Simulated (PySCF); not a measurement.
Partial charges of `CCCC[Si@H]([SiH3])[SiH2]C`

Compound: C5H18Si3.
Geometry (GFN2-xTB, Å), atoms numbered from 1 in this order:
```xyz
26
C5H18Si3 angstrom
C      4.0547    0.1003   -0.7730
C      3.0272   -0.3300    0.2664
C      1.6491    0.2682   -0.0102
C      0.6135   -0.1589    1.0221
Si    -1.1286    0.5555    0.6771
Si    -2.5589   -0.1645    2.3616
Si    -1.7363    0.0208   -1.5086
C     -3.5819    0.3990   -1.7523
H      4.1615    1.1831   -0.7770
H      3.7456   -0.2160   -1.7670
H      5.0256   -0.3405   -0.5583
H      3.3621   -0.0189    1.2590
H      2.9489   -1.4201    0.2708
H      1.3186   -0.0421   -1.0056
H      1.7262    1.3582   -0.0149
H      0.5646   -1.2502    1.0418
H      0.9535    0.1499    2.0131
H     -0.9541    2.0238    0.7928
H     -2.7259   -1.6217    2.3475
H     -3.9022    0.3964    2.1953
H     -2.1432    0.1785    3.7246
H     -1.0081    0.7488   -2.5610
H     -1.5359   -1.4041   -1.8265
H     -3.9015    0.1840   -2.7673
H     -4.1980   -0.1925   -1.0813
H     -3.7975    1.4453   -1.5559
```

Density: PBE0/pcSseg-1 (PySCF); schemes: Mulliken, IAO, Hirshfeld and ESP-fitted. Isolated species at its GFN2-xTB geometry (one conformer only).

**Question.** Atoms with like bonding are taken together and averaged. At which atom do the 4 schemes differ most?

**Answer.** At C2: from -0.264 (Mulliken) to +0.239 e (ESP-fitted), 0.503 e apart.

**Question.** Which atoms carry the highest charge in the Mulliken, IAO, Hirshfeld and ESP-fitted schemes?

**Answer.** All schemes agree: Mulliken Si7 (+0.349); IAO Si7 (+0.464); Hirshfeld Si7 (+0.248); ESP-fitted Si7 (+0.475).

**Question.** What partial charge does each atom carry?

**Answer.** In e; atoms taken as equivalent share a row and are averaged (×n: the atom named and its like, n in all):

```csv
atom,environment,Mulliken,IAO,Hirshfeld,ESP-fitted
C1,methyl carbon,-0.260,-0.417,-0.117,-0.364
C2,chain CH2 carbon,-0.264,-0.243,-0.064,+0.239
C3,chain CH2 carbon,-0.270,-0.238,-0.066,+0.134
C4,sp3 carbon bound to silicon,-0.503,-0.504,-0.156,-0.360
Si5,SiH silicon,+0.102,+0.297,+0.183,+0.107
Si6,SiH3 silicon,+0.232,+0.286,+0.207,+0.241
Si7,SiH2 silicon,+0.349,+0.464,+0.248,+0.475
C8,Si-methyl carbon,-0.620,-0.700,-0.213,-0.637
H9/H10/H11,methyl hydrogen,+0.110,+0.138,+0.039,+0.080
H12,methylene hydrogen,+0.115,+0.128,+0.036,-0.046
H13,methylene hydrogen,+0.114,+0.128,+0.036,-0.041
H14,methylene hydrogen,+0.140,+0.121,+0.032,-0.041
H15,methylene hydrogen,+0.125,+0.127,+0.035,-0.008
H16,methylene hydrogen,+0.138,+0.137,+0.034,+0.073
H17,methylene hydrogen,+0.142,+0.141,+0.036,+0.102
H18,Si–H hydrogen,-0.010,-0.096,-0.081,-0.081
H19/H20/H21,Si–H hydrogen,-0.061,-0.098,-0.076,-0.084
H22,Si–H hydrogen,-0.051,-0.105,-0.078,-0.130
H23,Si–H hydrogen,-0.055,-0.111,-0.083,-0.123
H24/H25/H26,methyl hydrogen,+0.143,+0.155,+0.041,+0.157
```

Mean size of the charges over all atoms: IAO 0.208 e, Mulliken 0.170 e, ESP-fitted 0.160 e, Hirshfeld 0.084 e. Each set sums to the total charge, 0, to within 0.001 e. The Hirshfeld scheme divides the density at each point in proportion to the densities of the neutral, spherically averaged free atoms.

**Question.** How closely do the schemes follow one another over all atoms?

**Answer.** Correlation coefficient and root-mean-square difference: Mulliken with IAO 0.98, 0.064 e; IAO with Hirshfeld 0.93, 0.164 e; Mulliken with Hirshfeld 0.86, 0.141 e; IAO with ESP-fitted 0.82, 0.146 e; Hirshfeld with ESP-fitted 0.81, 0.145 e; Mulliken with ESP-fitted 0.76, 0.151 e.

**Question.** How many electrons does the Hirshfeld scheme count on Si6?

**Answer.** Z − q = 14 − (+0.207) = 13.793.

These values come from a run that also computed NMR shieldings. Hardware: an Intel Xeon at 2.50 GHz with one thread (shared host). Cost: 3.1 min wall, 2.7 min CPU, 1.2 GiB resident at most.
